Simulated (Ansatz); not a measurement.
Reaction (ligand exchange at the Si–C bond): `[SiH3]C1C[AsH]1` + `C[N](C)[Y]([OH])[OH]` → `C[N](C)[Y]([OH])[O][SiH3]` + `C1C[AsH]1`

Gas-phase electronic energies from Ansatz, PBE0-D4/def2-TZVP geometries. CCSD(T)/CBS is the MP2 limit (def2-TZVPP, def2-QZVPP) plus CCSD(T) − MP2 in def2-TZVPP, frozen cores. Functionals use def2-TZVPP. def2 core potentials past Kr. For As, Y outer-core shells are correlated without core-valence functions, which leaves a few kJ/mol of doubt a bond. Scalar relativity is left out up to krypton. Each species was taken in one conformer, which may not be the lowest.

`[SiH3]C1C[AsH]1`:

Cartesian coordinates in Å:
```
Si -1.123 0.262 1.177
C -0.024 0.382 -0.313
C 0.476 -0.835 -0.997
As 1.911 0.019 0.073
H -1.057 1.514 1.973
H -2.542 0.015 0.795
H -0.658 -0.882 2.008
H -0.158 1.257 -0.941
H 0.171 -1.802 -0.612
H 0.607 -0.807 -2.071
H 2.398 0.877 -1.092
```

`C[N](C)[Y]([OH])[OH]`:

Cartesian coordinates in Å:
```
C 0.251 1.427 -1.066
N 0.061 0.107 -0.519
C 0.056 -0.889 -1.562
Y -0.183 -0.322 1.574
O -0.136 1.287 2.817
O -0.433 -2.283 2.051
H -0.545 1.701 -1.778
H 1.205 1.518 -1.612
H 0.255 2.183 -0.274
H -0.088 -1.892 -1.146
H 1.001 -0.902 -2.130
H -0.749 -0.719 -2.296
H -0.137 1.933 3.516
H -0.560 -3.150 2.425
```

`C[N](C)[Y]([OH])[O][SiH3]`:

Cartesian coordinates in Å:
```
C 0.645 -0.854 -1.708
N -0.572 -0.239 -1.237
C -1.586 -0.238 -2.261
Y -0.769 0.549 0.743
O -2.562 1.373 1.201
O 0.891 0.390 1.976
Si 2.163 0.284 2.973
H 1.416 -0.853 -0.929
H 0.491 -1.902 -2.012
H 1.065 -0.329 -2.582
H -1.268 0.314 -3.160
H -1.842 -1.257 -2.592
H -2.507 0.230 -1.898
H -3.333 1.791 1.572
H 1.944 1.064 4.226
H 2.423 -1.133 3.364
H 3.400 0.810 2.325
```

`C1C[AsH]1`:

Z-matrix (Å, degrees):
```
C
As 1 1.990
C 1 1.475 2 68.3
H 1 1.084 2 113.5 3 -112.3
H 1 1.082 2 115.8 3 112.5
H 2 1.526 1 93.4 3 -91.4
H 3 1.082 1 118.7 2 108.3
H 3 1.084 1 118.1 2 -105.9
```

(1) Is it downhill or uphill in electronic energy at CCSD(T)/CBS, and by how much? (Best estimate.)

(2) What do these levels give: ωB97M-V, PBE0, HF/def2-TZVPP, CCSD/def2-TZVPP, SCS-MP2/def2-QZVPP, CCSD/CBS(def2)? (Best estimate.)

Largest T1 diagnostic among the species: 0.014.

## Answers

(1) Ansatz gave: Downhill: ΔE = -105.7 kJ/mol.

(2) Ansatz gave: ωB97M-V -105.4, PBE0 -103.4, HF/def2-TZVPP -133.4, CCSD/def2-TZVPP -112.4, SCS-MP2/def2-QZVPP -110.8, CCSD/CBS(def2) -109.3 kJ/mol.

The D4 term adds +6.2 kJ/mol with B3LYP and +3.1 kJ/mol with PBE0; it sums over pairs of atoms, weighted by their polarisabilities, and B3LYP, whose exchange is more repulsive, gets the larger term. From PBE to PBE0 (25 % exact exchange), in def2-TZVPP and without D4, ΔE moves by −5.2 kJ/mol. In def2-TZVPP, CCSD(T) changes the Hartree–Fock value by +24.5 kJ/mol (the triples alone add +3.6 kJ/mol) and MP2 by +27.8 kJ/mol.

B3LYP here is the variant with VWN-RPA as its local correlation; programs differ in this.
